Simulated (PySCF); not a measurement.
**Spinor energies of V⁴⁺ (vanadium, charge +4)**

Start: [Ar] 3d1; 3d3/2 filled at m_j = +3/2. Calculated with PySCF 2.14 in x2c-SVPall-2c (5s5p3d1f, 42 functions): generalised Hartree-Fock with the X2C-1e Hamiltonian and a Gaussian nucleus; one run each with spin-orbit coupling (SO) switched off, then screened by Boettger's factors.

```
spinor shell  electrons  ε, spin-free (eV)  ε, screened SO (eV)  weight of nominal j (screened SO)  rms radius, screened SO (bohr)
       1s1/2          2            -5580.2              -5580.2                              1.000                          0.0768
       2s1/2          2            -719.48              -719.47                              1.000                           0.332
       2p1/2          2            -608.33              -613.52                              1.000                           0.301
       2p3/2          4            -608.33              -605.75                              1.000                           0.303
       3s1/2          2            -143.07              -143.06                              1.000                            1.01
       3p1/2          2            -109.28              -110.87                              0.855                            1.08
       3d3/2          1            -67.139              -67.178                              0.975                            1.18
```

Problem. Where does 3p3/2 lie, and what is the 3p spin-orbit splitting (screened SO)?

Solution. At -108.49 eV, 2.384 eV above 3p1/2.

```csv
quantity,spin-free,screened SO
E (hartree),-944.51566,-944.52286
M_J,3/2,3/2
⟨J²⟩,4.242,3.877
⟨L²⟩,6.006,6.005
⟨S²⟩,0.751,0.752
```

Each row is a mean over spinors that exchange with the open shell spreads, by up to 5.249 eV (3p1/2).

Rows whose weight is well below 1 are mixtures of j = l ± 1/2: exchange outweighs spin-orbit coupling there, and the label is only the starting occupation.

⟨J²⟩ departs a little from M_J(M_J + 1) because the unrestricted spinors polarise the closed shells.

Without spin-orbit coupling the j labels of p, d and f shells carry no meaning; the spin-free column gives the mean over the occupied spinors of each nl shell, and its ⟨J²⟩ belongs to a mixture of degenerate components.
